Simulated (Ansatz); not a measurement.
Basis sets compared for Mg3O2⁺. Total charge 1; doublet. Geometry PBE-D4/def2-SVP. Ansatz on 4 threads of Arm Neoverse V2 on a shared host; times are rough, and most runs start from earlier orbitals.

Cartesian coordinates in Å:
```
Mg 0.9262 -0.9239 -0.6751
Mg -2.5703 0.0312 -0.7579
Mg 0.4317 0.9074 1.0756
O 1.9712 -0.0235 0.5812
O -0.7588 0.0088 -0.2238
```

The structure comes from a short search, and lower isomers may exist.

```tsv
level	functions	energy (Eh)	HOMO (eV)	LUMO (eV)	wall time
PBE-D4/def2-SVP	82	-749.7266	-8.52	-7.74	1.6 s
PBE0-D4/def2-SVP	82	-749.7664	-9.20	-6.97	2.1 s
```

**Question.** Estimate the rows for PBE-D4/def2-TZVP (with forces), PBE0-D4/def2-TZVP.

**Answer.** 
```tsv
level	functions	energy (Eh)	HOMO (eV)	LUMO (eV)	wall time
PBE-D4/def2-TZVP (with forces)	158	-750.1237	-8.51	-7.70	2.5 s
PBE0-D4/def2-TZVP	158	-750.1626	-9.20	-6.92	3.2 s
```
